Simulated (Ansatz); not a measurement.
H3AlOSi, SMILES `O[Si][AlH2]` (excited triplet) (charge 0, multiplicity 3). This triplet is an excited state, 0.45 eV above the relaxed singlet at the level frozen-core CCSD(T)/cc-pVTZ // PBE0-D3(BJ)/def2-TZVP (Ansatz, an electronic-structure program).

The numbers are results of Ansatz with frozen-core CCSD(T)/cc-pVDZ // PBE0-D3(BJ)/def2-TZVP, not measurements.

Ansatz 0.2 input:
```yaml
crystal:
  periodic: [false, false, false]
  atoms:
    - { symbol: O, position_ang: [2.18713, -0.36132, 0.50982] }
    - { symbol: Si, position_ang: [0.763413, -1.12291, 0.177815] }
    - { symbol: Al, position_ang: [-1.308955, 0.06651, -0.035535] }
    - { symbol: H, position_ang: [2.211523, 0.594932, 0.594427] }
    - { symbol: H, position_ang: [-1.276766, 1.644136, 0.14978] }
    - { symbol: H, position_ang: [-2.57634, -0.821346, -0.358159] }
basis:
  gaussian: { orbitals: cc-pVDZ }
correlation:
  method: ccsd_t
magnetization:
  spin_polarized: true
  initial_magnetization: 2
```

Output:

```
Functional definition: HF
622 factors; integrals over basis functions are off by at most 1.4e-3 eV
mean field evaluation 1: about -16526.2123 eV, gradient 2.2e1 eV
mean field evaluation 2: about -16526.2600 eV, gradient 2.2e1 eV
mean field evaluation 4: about -16528.7355 eV, gradient 2.4e0 eV
mean field evaluation 8: about -16528.8644 eV, gradient 2.4e-1 eV
mean field evaluation 16: about -16526.2115 eV, gradient 2.2e1 eV
mean field evaluation 32: about -16525.4065 eV, gradient 6.2e-2 eV
mean field evaluation 64: about -16525.3197 eV, gradient 8.5e-2 eV
mean field evaluation 96: about -16525.4065 eV, gradient 8.7e-3 eV
mean field -16528.86877267 eV, -607.4247237261 hartree, gradient 3.5e-6 eV, S^2 2.016073; 1 other end points of the search recorded, 0 dependent functions left out
determinant -16528.86877267 eV, -607.4247237261 hartree, with singles and doubles -16538.46056903 eV, -607.7772157406 hartree
determinant -16525.40659507 eV, -607.2974910460 hartree, with singles and doubles -16535.40873541 eV, -607.6650629237 hartree
11 core orbitals not correlated
reference -16528.86877267 eV, -607.4247237261 hartree; 9, 7 occupied and 45, 47 virtual orbitals, 622 factors
second order -8.60989282 eV of doubles, -0.00000000 eV of singles
cycle   1  -9.59328126 eV  change   -1.5e-3 eV  update   2.5e-3
cycle   2  -9.59350637 eV  change   -2.3e-4 eV  update   1.8e-3
cycle   3  -9.59349495 eV  change    1.1e-5 eV  update   1.1e-3
cycle   4  -9.59372954 eV  change   -2.3e-4 eV  update   4.0e-4
cycle   5  -9.59436968 eV  change   -6.4e-4 eV  update   1.7e-4
cycle   6  -9.59462549 eV  change   -2.6e-4 eV  update   4.4e-5
cycle   7  -9.59463817 eV  change   -1.3e-5 eV  update   1.6e-5
perturbative correction -0.24868281 eV, -0.0091389246 hartree
Total energy: -16538.71209365 eV, -607.7864590999 hartree
```
